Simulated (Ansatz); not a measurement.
A nudged elastic band was laid between two geometries of CH3 + ClGeH3 (9 atoms, charge 0, multiplicity 2).

Theory: Ansatz, UKS B3LYP-D4/def2-SVP.

```
movable images  : 5
climbing image  : yes
spring          : 2.0 to 10.0 eV/Å², energy-weighted
optimiser       : quadratic models (default)
start path      : through a guess of the saddle point
force threshold : 0.05 eV/Å
iteration limit : 59
end points      : relaxed
```

Image 0:

```xyz
9
Properties=species:S:1:pos:R:3
Cl 0.330 -0.092 0.104
Ge 2.277 -0.424 1.028
C -2.691 0.504 -1.210
H 2.086 -0.354 2.553
H 3.222 0.684 0.533
H 2.770 -1.814 0.591
H -2.208 0.793 -2.145
H -2.840 1.244 -0.423
H -2.946 -0.542 -1.030
```

Image 6:

```xyz
9
Properties=species:S:1:pos:R:3
Cl -0.735 0.097 -0.402
Ge 2.466 -0.456 1.110
C -2.370 0.437 -1.073
H 2.274 -0.385 2.645
H 3.444 0.648 0.639
H 2.992 -1.853 0.697
H -2.261 0.785 -2.109
H -2.848 1.213 -0.462
H -2.962 -0.486 -1.045
```

(1) Which bonds break or form, and what moves?

(2) Give the energies along the band, and the barrier.

(3) What is the geometry of the highest image?

Results:

(1) Bonds broken: Cl1–Ge2. Bonds formed: Cl1–C3. CH3 + ClGeH3 becomes CH3Cl + GeH3.

(2) The run converged. The highest image is number 2 of 0 to 6, 17.7 kcal/mol above the first end and 6.9 kcal/mol above the last; the last end lies 10.8 kcal/mol above the first. Another band between the same ends (5 images) ends at a top of the same energy, where a vibrational analysis finds 1 clearly imaginary mode.

```
image  path coordinate (Å)  energy (kcal/mol)  Cl1–Ge2 (Å)  Cl1–C3 (Å)
    0                 0.00                0.0         2.18        3.35
    1                 1.10               10.9         2.32        2.34
    2                 1.32               17.7         2.54        2.05
    3                 1.49               15.2         2.75        1.87
    4                 1.74               13.0         2.94        1.82
    5                 2.11               11.5         3.18        1.81
    6                 2.73               10.8         3.58        1.80
```

(3) 
```xyz
9
Properties=species:S:1:pos:R:3:forces:R:3
Cl -0.250 0.031 -0.150 -0.04 0.01 -0.01
Ge 2.024 -0.378 0.909 0.02 0.00 0.02
C -2.103 0.390 -0.950 -0.03 0.01 -0.01
H 1.843 -0.309 2.442 0.00 0.00 -0.01
H 2.994 0.726 0.429 -0.01 -0.01 0.00
H 2.539 -1.773 0.486 -0.01 0.01 0.00
H -1.899 0.723 -1.972 0.02 0.00 0.01
H -2.531 1.164 -0.307 0.02 0.00 0.01
H -2.617 -0.574 -0.889 0.02 -0.01 0.01
```

Run time: 2.1 min on 2 threads of Arm Neoverse V2, on a shared host, peak memory 0.28 GiB.
